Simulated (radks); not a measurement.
Question: Cu2+, 27 electrons, occupied as [Ar] 3d9. Method: Dirac Kohn-Sham, PBE, spin-unpolarised, spherical densities, finite nucleus; open shells are shared between the two j in proportion to 2j + 1; Fermi nuclear charge, rms radius 3.8823 fm; computed with a radial shooting solver on a logarithmic mesh with Libxc functionals. Some entries of the table are withheld. Estimate them.

| orbital | occ. | eigenvalue (eV) | <r> (bohr) |
|---|---|---|---|
| 1s1/2 | 2 | (1) | 0.05213 |
| 2s1/2 | 2 | -1087.832 | 0.2350 |
| 2p1/2 | 2 | -956.1080 | (2) |
| 2p3/2 | 4 | -935.6134 | (3) |
| 3s1/2 | 2 | -140.2501 | 0.7098 |
| 3p1/2 | 2 | -99.3464 | 0.7380 |
| 3p3/2 | 4 | -96.7447 | 0.7484 |
| 3d3/2 | 3.6 | -29.8063 | (4) |
| 3d5/2 | 5.4 | -29.5063 | (5) |

Answer: 
(1) 1s1/2 eigenvalue (eV): -8874.489
(2) 2p1/2 <r> (bohr): 0.2041
(3) 2p3/2 <r> (bohr): 0.2075
(4) 3d3/2 <r> (bohr): 0.9186
(5) 3d5/2 <r> (bohr): 0.9248
